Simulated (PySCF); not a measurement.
WF5, SMILES [W]([F])([F])([F])([F])[F] (connectivity only; charge and spin as stated), neutral, multiplicity 2.

Coordinates come from a r2SCAN-D4/def2-SVP optimisation. The spin state was assumed, not searched. The isomer is the one that the SMILES or the coordinates give; other isomers of the formula were not compared. The def2 effective core potentials stand for the cores of W; spin–orbit coupling is left out.

Calculation: PBE/def2-TZVP run with PySCF.

```json
{
  "total_energy": "-566.35029 hartree",
  "point_group": "C2",
  "α spin, highest occupied and lowest empty level": "-5.53 and -4.70 eV",
  "β spin, highest occupied and lowest empty level": "-9.97 and -4.34 eV",
  "dipole_moment": "0.13 D",
  "quadrupole, principal values (traceless, Buckingham form, about the centre of nuclear charge)": "-5.11, 0.31, 4.80 D·Å",
  "mean_static_polarisability": "41.8 bohr³ (6.20 Å³)",
  "polarisability_principal_values": "37.8, 42.2, 45.5 bohr³",
  "⟨S²⟩": "0.752 (pure state 0.75)"
}
```
